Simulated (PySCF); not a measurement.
SMILES FC(F)(F)CCBr, singlet at its GFN2-xTB optimised geometry (Å):

```
11

F     -0.2270    -2.3292    -1.0732
C      0.1609    -1.6308     0.0000
F     -0.2193    -2.3325     1.0782
F      1.5020    -1.6308     0.0000
C     -0.4125    -0.2252     0.0000
C      0.0514     0.5308     1.2354
Br    -0.6851     2.3325     1.2313
H     -0.0784     0.2737    -0.9130
H     -1.5020    -0.3073    -0.0227
H      1.1363     0.6334     1.2564
H     -0.2951     0.0509     2.1505
```

Level of theory: PBE0/def2-TZVP run with PySCF 2.14.0. Cells within 0.4 Å of a nucleus heavier than hydrogen are left out (blank, or x).

Map of the electron localisation function on the plane z = 1.0 Å:

```
|000000000000000000000000000|
|000000000011222100000000000|
|000000001234565410000000000|
|000000123556787641000000000|
|000001356765788752000000000|
|000002578712178751000000000|
|00000368854x548630000000000|
|00000368862x246300000000000|
|000003678831364100000000000|
|000001356666875357750000000|
|000000011236756899994000000|
|0000000000154x2999995000000|
|0000000000256x2999981000000|
|000000011125765688400000000|
|000000133223553110000000000|
|000000132111210000000000000|
|000000000000000002321000000|
|000000000001221014542000000|
|000000000146775004642000000|
|000000000478xx7202431000000|
|000000001478xx8400221000000|
|000000001478888400000000000|
|000000000257776300000000000|
|000000000023553100000000000|
|000000000001111000000000000|
|000000000000000000000000000|
|000000000000000000000000000|
```
Scale: ten equal steps from 0.000 (start of '0') to 0.998 (end of '9'), in the order '0123456789'; x runs from -4.50 to 4.50, y from -4.50 (bottom) to 4.50 (top).
